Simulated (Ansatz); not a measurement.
`[CH3][SnH]([OH])[SH]` at its PBE0-D4/def2-TZVP geometry, where that method's forces vanish. The species carries charge 0 and has multiplicity 1. Sn takes the def2 core potential.

```xyz
10

C    -0.6562   -1.2525    0.7213
Sn    0.6086    0.3565    0.1656
O    -0.5654    1.9242    0.3581
S     1.3282    0.2401   -2.1268
H    -0.1324   -2.2004    0.6031
H    -0.9619   -1.1286    1.7601
H    -1.5395   -1.2404    0.0835
H     2.0387    0.5876    1.0724
H    -0.2078    2.7141   -0.0539
H     0.0877   -0.0006   -2.5835
```

(1) What forces (eV/Å) does r2SCAN-D4/def2-TZVPP give on these atoms in the Gaussian-basis code of Ansatz? (Best estimate.)

Answers

(1) The calculation gave: 
```
C1  -0.073 -0.062  0.032
Sn2  0.105 -0.035  0.025
O3  -0.140  0.046  0.056
S4   0.052 -0.005 -0.101
H5  -0.013  0.027  0.003
H6   0.005 -0.004 -0.023
H7   0.020  0.000  0.013
H8   0.019  0.001  0.011
H9   0.037  0.033 -0.026
H10 -0.012 -0.001  0.010
```
